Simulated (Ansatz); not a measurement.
Species: C₃H₉B, SMILES `CB(C)C` (charge 0, multiplicity 1), formula C₃H₉B.

Q: How many basis functions does frozen-core CCSD(T)/cc-pVTZ // ωB97X-D3(BJ)/def2-TZVP run with Ansatz (a first-principles code) use, how many core orbitals are frozen, and how many electrons are correlated?

A: 246 basis functions and 4 frozen orbitals, which leaves 24 correlated electrons. Core time is of the order of minutes.
